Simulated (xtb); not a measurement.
CH3Si, charge +2, quartet, at a GFN2-xTB geometry of the parent state (a state made from the parent by changing its charge; the spin is typed, not shown lowest); GFN1-xTB in xtb.

The xtb input:
```
$ xtb mol.xyz --gfn 1 --chrg 2 --uhf 3 --json

# file mol.xyz
5

C     -1.08417464     0.00728085    -0.00679304
Si     0.78388073    -0.00526421     0.00491151
H     -1.48875612    -0.60148259    -0.82507737
H     -1.48220116     1.02217807    -0.13099801
H     -1.49832506    -0.39068170     0.92807251
```

Problem. Write the output that xtb gives for this input, abridged.

Solution. 
```
   ID    Z sym.   atoms
    1    6 C      1
    2   14 Si     2
    3    1 H      3-5

           -------------------------------------------------
          |                Calculation Setup                |
           -------------------------------------------------

           -------------------------------------------------
          |                 G F N 1 - x T B                 |
           -------------------------------------------------

          ...................................................
          :                      SETUP                      :
          :.................................................:
          :  # basis functions                  20          :
          :  # atomic orbitals                  19          :
          :  # shells                           11          :
          :  # electrons                         9          :
          :  # halogen bonds                     0          :
          :  max. iterations                   250          :
          :  Hamiltonian                  GFN1-xTB          :
          :  restarted?                      false          :
          :  GBSA solvation                  false          :
          :  PC potential                    false          :
          :  electronic temp.          300.0000000     K    :
          :  accuracy                    1.0000000          :
          :  -> integral cutoff          0.2500000E+02      :
          :  -> integral neglect         0.1000000E-07      :
          :  -> SCF convergence          0.1000000E-05 Eh   :
          :  -> wf. convergence          0.2000000E-04 e    :
          :  Broyden damping             0.4000000          :
          :  net charge                          2          :
          :  unpaired electrons                  3          :
          ...................................................

 iter      E             dE          RMSdq      gap      omega  full diag
   1     -4.0121227 -0.401212E+01  0.512E+00    0.00       0.0  T
   2     -4.0490375 -0.369147E-01  0.345E+00    0.00       1.0  T
   3     -4.0505922 -0.155471E-02  0.141E+00    0.00       1.0  T
   4     -4.0568064 -0.621427E-02  0.106E-01    0.00       1.0  T
   5     -4.0568156 -0.917824E-05  0.363E-02    0.00       1.2  T
   6     -4.0568159 -0.324769E-06  0.305E-03    0.00      14.7  T
   7     -4.0568160 -0.334336E-07  0.888E-04    0.00      50.4  T
   8     -4.0568160 -0.103706E-08  0.321E-04    0.00     139.2  T
[...]
         :: total energy              -3.996651492360 Eh    ::
[...]
         9                         -0.6645095             -18.0822
        10                         -0.6645095             -18.0822
        11                         -0.6249792             -17.0066
        12                         -0.6249792             -17.0066
        13                         -0.6177899             -16.8109
        14                         -0.5267833             -14.3345
        15                         -0.5267833             -14.3345
        16                         -0.2736767              -7.4471
        17                         -0.2736767              -7.4471
       ...                                ...                  ...
        19                          0.0996204               2.7108
      -------------------------------------------------------------
                  HL-Gap            0.0000000 Eh            0.0000 eV
             Fermi-level           -0.9017948 Eh          -24.5391 eV

  Mulliken/CM5 charges         n(s)   n(p)   n(d)
     1C     0.15584  0.05136   1.182  2.662  0.000
     2Si    0.85854  0.80247   1.711  1.210  0.221
     3H     0.32854  0.38206   0.671  0.000  0.000
     4H     0.32854  0.38206   0.671  0.000  0.000
     5H     0.32854  0.38206   0.671  0.000  0.000

Wiberg/Mayer (AO) data.
largest (>0.10) Wiberg bond orders for each atom

 ---------------------------------------------------------------------------
     #   Z sym  total        # sym  WBO       # sym  WBO       # sym  WBO
 ---------------------------------------------------------------------------
     1   6 C    2.928 --     2 Si   0.883     4 H    0.682     5 H    0.682
                             3 H    0.682
     2  14 Si   1.003 --     1 C    0.883
     3   1 H    0.740 --     1 C    0.682
     4   1 H    0.740 --     1 C    0.682
     5   1 H    0.740 --     1 C    0.682
 ---------------------------------------------------------------------------

Topologies differ in total number of bonds
Writing topology from bond orders to xtbtopo.mol

 dipole moment from electron density (au)
     X       Y       Z
  -1.8489   0.0124  -0.0116  total (Debye):    4.700

           -------------------------------------------------
          | TOTAL ENERGY               -3.996651492360 Eh   |
          | GRADIENT NORM               0.085985730259 Eh/α |
          | HOMO-LUMO GAP               0.000000002860 eV   |
           -------------------------------------------------

normal termination of xtb
```
